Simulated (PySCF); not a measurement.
Sulfur: a sound run and one with changed settings

Sound run: S⁺ [Ne] 3s2 3p3, S²⁺ [Ne] 3s2 3p2. All numbers are calculated (PySCF 2.14, the non-relativistic Hamiltonian (point nucleus), in def2-SVP). In the sound run the correlated levels freeze [Ne]. The sound run starts from symmetry-adapted Hartree-Fock orbitals and uses a fine grid where one is needed.

A second run was set up differently.

```csv
species,method,sound run (hartree),changed run (hartree),converged
S⁺,MP2,-397.09698,-397.04491,yes
S⁺,CCSD(T),-397.11630,-397.05019,yes
S²⁺,MP2,-396.24436,-396.19606,yes
S²⁺,CCSD(T),-396.26683,-396.19841,yes
```

Ionisation energy of S⁺:

```
 method  sound run (eV)  changed run (eV)
    UHF          22.811            22.811
    MP2          23.201            23.098
SCS-MP2          23.050            22.907
   CCSD          23.114            23.178
CCSD(T)          23.115            23.178
```

(1) What was changed?
A. basis contracted for another Hamiltonian
B. too few SCF iterations
C. minimal basis
D. a valence shell is frozen

Results:

(1) D. Freezing a valence shell removes pair correlation that changes on ionisation.
